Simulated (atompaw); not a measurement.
Scattering properties, PAW (atompaw) potential for Li (Z = 3)

```json
{
 "Element": "Li",
 "Generator": "atompaw 4.2.0.5",
 "Type": "PAW",
 "Functional": "LDA (PW92)",
 "Relativity": "non-relativistic",
 "Frozen core": "[He]",
 "Valence charge": "1",
 "Reference configuration": "2s1 2p0",
 "Partial waves": "2s (bound): rc 3.00 bohr; 2s channel at 1.5 Ry: rc 3.00 bohr; 2p (bound, empty): rc 3.00 bohr; 2p channel at 0.6 Ry: rc 3.00 bohr; 3d channel at 0.15 Ry: rc 3.00 bohr",
 "Local potential": "bessel scheme, radius 2.25 bohr",
 "Core correction": "smooth core density matched at 2.90 bohr",
 "Augmentation charge": "sinc compensation charge, radius 2.30 bohr; PAW radius 3.00 bohr; waves and projectors: custom polynom gramschmidtortho"
}
```

The phase is arctan(r·u′/u) with u = r·R(r), unwrapped; energies in Ry, scanned from -2 to 5 Ry. A pole is an energy at which the radial function vanishes at the test radius. The pseudo phase is shifted by a multiple of π to meet the all-electron one at the reference energy, and phase errors are pseudo minus all-electron; the curves can meet again beyond the range given. Levels narrower than the energy grid can be missing from the lists of poles.

For each channel, where are the poles, and over which energies does the pseudopotential scatter like the atom?

| channel | radius (bohr) | reference energy (Ry) | poles, all-electron | poles, pseudo | unbroken range about the reference energy with phases within 0.05 rad | phase error 1 Ry above the reference energy (rad) |
| --- | --- | --- | --- | --- | --- | --- |
| s | 3.00 | -0.21 | 1.00 | 1.00 | below 2.8 | -0.000 |
| p | 3.00 | -0.08 | 0.92, 4.65 | 0.92, 4.88 | below 2.3 | +0.000 |
| d | 3.00 | 0.15 | 2.71 | 2.77 | below 4.0 | +0.010 |

Phases in the p channel:

```json
{"E (Ry)": "-2.00", "all-electron": "1.323", "pseudo": "1.323"}
{"E (Ry)": "-1.52", "all-electron": "1.282", "pseudo": "1.282"}
{"E (Ry)": "-1.04", "all-electron": "1.211", "pseudo": "1.211"}
{"E (Ry)": "-0.56", "all-electron": "1.051", "pseudo": "1.051"}
{"E (Ry)": "-0.08", "all-electron": "0.365", "pseudo": "0.365"}
{"E (Ry)": "0.40", "all-electron": "-1.200", "pseudo": "-1.200"}
{"E (Ry)": "0.88", "all-electron": "-1.554", "pseudo": "-1.554"}
{"E (Ry)": "1.36", "all-electron": "-1.716", "pseudo": "-1.715"}
{"E (Ry)": "1.84", "all-electron": "-1.911", "pseudo": "-1.908"}
{"E (Ry)": "2.32", "all-electron": "-2.546", "pseudo": "-2.505"}
{"E (Ry)": "2.80", "all-electron": "-4.090", "pseudo": "-4.038"}
{"E (Ry)": "3.28", "all-electron": "-4.474", "pseudo": "-4.452"}
{"E (Ry)": "3.76", "all-electron": "-4.601", "pseudo": "-4.583"}
{"E (Ry)": "4.24", "all-electron": "-4.670", "pseudo": "-4.652"}
{"E (Ry)": "4.72", "all-electron": "-4.719", "pseudo": "-4.699"}
```
